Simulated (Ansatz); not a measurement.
Compare A (`C=C[SiH2]CN`) with its isomer B (`C[Si]N(C)C`).

Calculated with Ansatz (gas phase, PBE0-D4/def2-TZVP geometries, no zero-point term in ΔE). CBS: MP2 limit from def2 TZ/QZ plus the TZ coupled-cluster correction, frozen cores. Functionals use def2-TZVPP. Each species was taken in one conformer, which may not be the lowest.

Question: Which is lower in electronic energy at CCSD(T)/CBS, and by how much? (Estimate.)

Answer: Ansatz gave: B, by 35.5 kJ/mol.

Question: Give E(B) − E(A) in kJ/mol with B2PLYP, ωB97M-V, MP2/def2-TZVPP, CCSD/def2-TZVPP, HF/def2-TZVPP, BLYP-D4, CCSD(T)/def2-TZVPP. (Estimate.)

Answer: Computed: B2PLYP -36.5, ωB97M-V -43.5, MP2/def2-TZVPP -40.4, CCSD/def2-TZVPP -37.8, HF/def2-TZVPP -13.5, BLYP-D4 -42.4, CCSD(T)/def2-TZVPP -39.4. None reverses the order clearly.

Question: Does the order hold for the free energy at 298.15 K (harmonic terms from PBE0-D4)? (An estimate is asked.)

Answer: Ansatz gave: Yes: G(B) − G(A) = -19.7 kJ/mol, for one conformer each. Modes under 60 cm⁻¹, often nearly free rotors, make the harmonic entropy too high.

Largest T1 diagnostic: 0.014.

The D4 term adds −5.0 kJ/mol with B3LYP and −2.4 kJ/mol with PBE0; it sums over pairs of atoms, weighted by their polarisabilities, and B3LYP, whose exchange is more repulsive, gets the larger term. At CCSD(T), def2-SVP lies −16.0 kJ/mol from the extrapolated value and def2-TZVPP −3.9 kJ/mol.

B3LYP here is the variant with VWN-RPA as its local correlation; programs differ in this.
